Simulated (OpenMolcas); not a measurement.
# 3d5 along the 23-electron sequence

| Item | Value |
| --- | --- |
| Program | OpenMolcas 26.06 |
| Method | CASSCF |
| Basis | ANO-RCC-VQZP |
| Scalar Hamiltonian | DKH2, point nucleus |
| Spin-orbit coupling | RASSI with atomic mean-field integrals over the reference wave functions, term energies averaged over their components |

Active space for each ion: 5 electrons in 10 orbitals (3d 4d).

Computed levels in cm-1 above 6S 5/2:

```json
{"Level": "4G 5/2", "Fe3+": "36411", "Co4+": "41347", "Ni5+": "46236", "Cu6+": "50866"}
{"Level": "4G 7/2", "Fe3+": "36449", "Co4+": "41405", "Ni5+": "46322", "Cu6+": "50994"}
{"Level": "4G 9/2", "Fe3+": "36479", "Co4+": "41449", "Ni5+": "46383", "Cu6+": "51080"}
{"Level": "4G 11/2", "Fe3+": "36488", "Co4+": "41454", "Ni5+": "46381", "Cu6+": "51066"}
{"Level": "4P 5/2", "Fe3+": "41689", "Co4+": "47367", "Ni5+": "52941", "Cu6+": "58163"}
{"Level": "4P 3/2", "Fe3+": "41744", "Co4+": "47467", "Ni5+": "53106", "Cu6+": "58417"}
{"Level": "4P 1/2", "Fe3+": "41813", "Co4+": "47591", "Ni5+": "53312", "Cu6+": "58794"}
{"Level": "4D 7/2", "Fe3+": "45302", "Co4+": "51445", "Ni5+": "57500", "Cu6+": "63264"}
{"Level": "4D 1/2", "Fe3+": "45340", "Co4+": "51535", "Ni5+": "57670", "Cu6+": "63552"}
{"Level": "weight of 6S in the lowest level (%)", "Fe3+": "100", "Co4+": "100", "Ni5+": "100", "Cu6+": "100"}
```

Measured, with the error of the calculation in %. Measured levels: Fe3+ from Corliss and Sugar, J. Phys. Chem. Ref. Data 11, 135 (1982); Co4+ from Sugar and Corliss, J. Phys. Chem. Ref. Data 10, 1097 (1981); Ni5+ from Corliss and Sugar, J. Phys. Chem. Ref. Data 10, 197 (1981); Cu6+ from the list in Gamrath, thesis, University of Mons (2023).

```tsv
Level	Fe3+	Co4+	Ni5+	Cu6+
4G 11/2	32246 (+13.2)	37218 (+11.4)	41921 (+10.6)	
4P 5/2	35254 (+18.3)	40753 (+16.2)	45884 (+15.4)	50732 (+14.6)
4P 3/2	35333 (+18.1)	40891 (+16.1)	46104 (+15.2)	51067 (+14.4)
4P 1/2	35407 (+18.1)	41024 (+16.0)	46325 (+15.1)	51407 (+14.4)
4D 7/2	38779 (+16.8)	44709 (+15.1)	50331 (+14.2)	55742 (+13.5)
4D 1/2	38897 (+16.6)	44908 (+14.8)		56210 (+13.1)
```

4G 5/2 changes by a factor of 1.4 over the same range, with steps per unit of Z of +4940, +4890, +4630 cm-1.

Without dynamic correlation excited terms often stand tens of per cent too high (terms of higher spin than the ground term too low), and those without a measured partner can miss by more than the paired ones. Active for correlation alone: 4d; no level in the range computed is led by a configuration that fills it, so any true level of that kind is missing. Measured partners are found by configuration, term and J. A level has none where our copy of the source lacks it or the pairing is in doubt (some pairs that miss far off the trend of their configuration count as doubtful), and it then counts in no deviation. Levels of configurations outside the active space are missing.
